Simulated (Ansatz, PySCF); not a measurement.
Species: AlCl, net charge 0, singlet state. SMILES: [Al][Cl]
Structure (B3LYP-D3(BJ)/def2-TZVP (Ansatz, an electronic-structure program) minimum search):
```
Al
Cl 1 2.1602
```

Property: atomisation energy (electronic, to ground-state atoms), in kcal/mol. Correlated levels leave the core frozen unless marked. UHF or UKS for open shells. Spin-orbit coupling is left out. Non-relativistic. FCI takes restricted orbitals. The coupled-cluster limit lacks core correlation, which all-electron functionals hold. CBS(X,Y): correlation extrapolated as X^-3; Hartree-Fock from the larger set (for Q and 5 zeta extrapolated as (X+1)exp(-9√X)).

```
level                                        program  atomisation energy (kcal/mol)
------------------------------------  --------------  -----------------------------
HF-D4/def2-TZVPD                       PySCF + dftd4                              …
BLYP/def2-TZVPD                               Ansatz                              …
PBE0/def2-QZVPP                               Ansatz                          118.9
r2SCAN0/def2-TZVPD                            Ansatz                          117.9
CAM-B3LYP-D3(BJ)/def2-TZVPD           Ansatz + dftd3                          118.7
RPA@PBE/cc-pV(Q+d)Z                           Ansatz                              …
SCS-MP2/cc-pV(D+d)Z                           Ansatz                          111.2
SCS-MP2/aug-cc-pV(Q+d)Z                       Ansatz                          122.4
FCI/STO-3G                                    Ansatz                          169.1
CCSD(T)/CBS(cc-pV(Q+d)Z,cc-pV(5+d)Z)          Ansatz                          122.5
```

**Question.** What belongs in the gaps?

**Answer.** 
- HF-D4/def2-TZVPD, atomisation energy (kcal/mol): 95.7
- BLYP/def2-TZVPD, atomisation energy (kcal/mol): 117.1
- RPA@PBE/cc-pV(Q+d)Z, atomisation energy (kcal/mol): 109.4
